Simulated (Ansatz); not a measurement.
Consider the redistribution: `[OH][Ti]([OH])([F])[Cl]` + `N[SiH2]C(N)[SiH3]` → `[NH2][Ti]([OH])([F])[Cl]` + `NC([SiH3])[SiH2]O`.

Isolated molecules relaxed with PBE0-D4/def2-TZVP in Ansatz; ΔE leaves out vibrations. CCSD(T)/CBS adds triple-zeta CCSD(T) − MP2 to the extrapolated MP2 energy (def2 sets, frozen cores). Functionals use def2-TZVPP. B3LYP here is the variant with VWN-RPA as its local correlation; programs differ in this. For Ti outer-core shells are correlated without core-valence functions, which leaves a few kJ/mol of doubt a bond. Scalar relativity is left out up to krypton. One conformer a species, not always the lowest.

`[OH][Ti]([OH])([F])[Cl]`:

Cartesian coordinates in Å:
```
O 0.036 -1.202 -0.853
Ti 0.117 0.055 0.384
O -0.782 1.481 -0.169
F -0.574 -0.529 1.886
Cl 2.231 0.583 0.733
H 0.080 -2.153 -0.957
H -1.109 1.764 -1.025
```

`N[SiH2]C(N)[SiH3]`:

```xyz
15

N     1.857    1.788    0.683
Si    0.842    0.434    0.969
C    -0.430    0.078   -0.377
N     0.328   -0.257   -1.600
Si   -1.726   -1.213    0.078
H     2.368    1.838   -0.185
H     1.553    2.703    0.974
H     0.147    0.669    2.263
H     1.686   -0.792    1.051
H    -0.944    1.035   -0.542
H     0.840   -1.122   -1.470
H    -0.291   -0.401   -2.390
H    -2.597   -1.469   -1.105
H    -1.049   -2.494    0.427
H    -2.583   -0.796    1.223
```

`[NH2][Ti]([OH])([F])[Cl]`:

```xyz
8

N     0.995   -1.006   -0.157
Ti   -0.159    0.354    0.349
O    -1.452    0.388   -0.851
F    -0.705    0.059    1.995
Cl    0.916    2.294    0.366
H     0.991   -1.448   -1.066
H     1.729   -1.382    0.429
H    -2.315    0.742   -1.065
```

`NC([SiH3])[SiH2]O`:

Z-matrix (Å, degrees):
```
C
Si 1 1.881
Si 1 1.873 2 113.8
N 1 1.474 2 109.4 3 -127.4
H 1 1.099 2 104.7 3 116.7
H 2 1.489 1 109.0 3 73.2
H 2 1.485 1 111.2 3 -167.0
H 2 1.489 1 110.0 3 -45.7
O 3 1.654 1 104.8 2 -173.8
H 3 1.491 1 112.3 2 65.5
H 3 1.493 1 110.4 2 -55.6
H 4 1.014 1 110.2 2 175.5
H 4 1.014 1 110.6 2 57.9
H 9 0.957 3 118.2 1 166.4
```

```
             level  ΔE (kJ/mol)  difference from CCSD(T)/CBS
            PBE-D4         12.8                          7.7
         r2SCAN-D4         11.1                          6.0
           PBE0-D4         10.7                          5.6
          B3LYP-D4          8.6                          3.5
           ωB97X-V         11.0                          5.9
           ωB97M-V          9.5                          4.4
            B2PLYP          8.4                          3.3
               PBE         12.8                          7.7
            r2SCAN         11.0                          5.9
              PBE0         10.8                          5.7
             B3LYP          8.9                          3.8
     HF/def2-TZVPP          7.9                          2.8
    MP2/def2-TZVPP          7.3                          2.2
SCS-MP2/def2-TZVPP          6.8                          1.7
   CCSD/def2-TZVPP          7.2                          2.1
CCSD(T)/def2-TZVPP          7.2                          2.1
     HF/def2-QZVPP          7.8                          2.7
    MP2/def2-QZVPP          6.0                          0.9
SCS-MP2/def2-QZVPP          5.8                          0.7
      HF/CBS(def2)          7.8                          2.7
     MP2/CBS(def2)          5.2                          0.1
    CCSD/CBS(def2)          5.2                          0.1
       CCSD(T)/CBS          5.1                            0
```

Largest T1 diagnostic among the species: 0.024, so the coupled-cluster value is less sure than usual.
